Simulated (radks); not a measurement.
Species: the scandium ion Sc+. Configuration: [Ar] 3d1 4s1 (the NIST ground configuration). Method: Dirac Kohn-Sham, relativistic LDA (MacDonald-Vosko exchange, VWN5 correlation), spin-unpolarised, spherical densities, finite nucleus; open shells fill j = l - 1/2 first; Fermi nuclear charge, rms radius 3.5459 fm; computed with a radial shooting solver on a logarithmic mesh with Libxc functionals.

Normalised radial functions P(r) = r R(r) (large component), r in bohr:

r,2p1/2,4s1/2
0.002747,0.0029,0.0173
0.004131,0.0059,0.0251
0.006262,0.0124,0.0362
0.009417,0.0260,0.0505
0.01416,0.0541,0.0680
0.02147,0.1126,0.0864
0.03228,0.2242,0.0986
0.04855,0.4251,0.0927
0.07359,0.7563,0.0509
0.1107,1.1920,-0.0341
0.1664,1.6070,-0.1365
0.2523,1.7365,-0.1728
0.3794,1.3739,-0.0474
0.5705,0.7070,0.1925
0.8648,0.1921,0.2863
1.301,0.0223,0.0172
1.956,0.0007,-0.4210
2.965,0.0000,-0.6159
4.458,0.0000,-0.4124
6.705,0.0000,-0.1208
10.16,0.0000,-0.0111

2p1/2: eigenvalue -397.82 eV, 0 radial nodes, <r> = 0.307 bohr, 90 % of the charge inside 0.506 bohr. 4s1/2: eigenvalue -9.943 eV, 3 radial nodes at r = 0.0960, 0.414, 1.32 bohr, <r> = 3.34 bohr, 90 % of the charge inside 4.91 bohr.
